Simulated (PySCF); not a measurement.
## Radial density of Kr³⁴⁺ (krypton, charge +34)

BHandHLYP, 1s2, closed-shell 1S. All numbers are calculated (PySCF 2.14, the spin-free X2C one-electron Hamiltonian (Gaussian nucleus), in an even-tempered Gaussian basis (17 s from 50 bohr⁻², ratio 2.2; 7 p from 76 bohr⁻², ratio 2.4; 4 d from 230 bohr⁻², ratio 2.4; 3 f from 340 bohr⁻², ratio 2.4; 3 g from 520 bohr⁻², ratio 2.4)).

| r (bohr) | 4πr²ρ (e/bohr) |
| --- | --- |
| 0.000934 | 0.5152 |
| 0.00157 | 1.263 |
| 0.00264 | 3.009 |
| 0.00445 | 6.844 |
| 0.00748 | 14.35 |
| 0.0126 | 26.16 |
| 0.0212 | 37.55 |
| 0.0356 | 35.88 |
| 0.0599 | 17.19 |
| 0.101 | 2.571 |
| 0.169 | 0.05474 |
| 0.285 | 4.720e-05 |

Densities and radii are taken from the X2C orbitals without a picture-change correction, which distorts them close to the nucleus.
